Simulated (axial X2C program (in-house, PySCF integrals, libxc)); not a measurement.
# Low determinants of TaF at the PBE0 level, two-component

Computed with an in-house relativistic program for diatomic molecules. Two-component (2c) means X2C with spin–orbit coupling and atomic mean-field two-electron Coulomb and Gaunt terms. Basis: Ta dyall-v3z [13s14p9d7f2g], F dyall-v3z [6s5p2d1f] (cores contracted in-house); Gaussian nuclei, density fitting, unrestricted open shells. Masses: Ta 180.948 u, F 18.998 u.

Search at 1.810 Å (vertical energies from the lowest determinant):

| ΔE (eV) | state | electrons beyond evenly filled partner blocks | electrons in ±ω = 1/2, 3/2, 5/2, 7/2 |
| --- | --- | --- | --- |
| 0.00 | Ω = 1 | ω = -3/2, ω = 5/2 | 48 23 9 2 |
| 0.49 | Ω = 3 | ω = 1/2, ω = 5/2 | 47 24 9 2 |

Lowest determinant, Ω = 1 (⟨Sz⟩ = 0.98, ⟨Lz⟩ = 0.02 at PBE0): Re = 1.805 Å, ωe = 721.8 cm⁻¹.

The determinant in row 2 of the search, Ω = 3 (⟨Sz⟩ = 1.98, ⟨Lz⟩ = 1.02 at PBE0), was followed along the bond at PBE0; measured from the minimum of the lowest determinant it gives:

Te = 0.442 eV (3564 cm⁻¹), Re = 1.867 Å, ωe = 657.3 cm⁻¹.

(1) Compare the bond of the determinant in row 2 with that of the lowest one.

The search compares states at one distance, so a state with another bond length can lie lower; it is not exhaustive and yields mostly the lowest determinant of each block pattern, so other components and higher states of one pattern are missing. These are energies of single determinants, not of spin-adapted states; PBE0 term energies can be off by some tenths of an eV, and the functional has no current term. Open-shell Ω = 0 determinants with evenly filled partner blocks cannot be reached by this program, so the Ω shown need not be the lowest component. The lowest determinant need not be the ground state where others lie within half an eV.

Results:

(1) At PBE0 its Re is 0.062 Å longer and its force constant, which goes as ωe², is 0.83 times that of the lowest determinant. T0 ≈ Te + Δωe/2 = 3564 + (-32) = 3532 cm⁻¹.
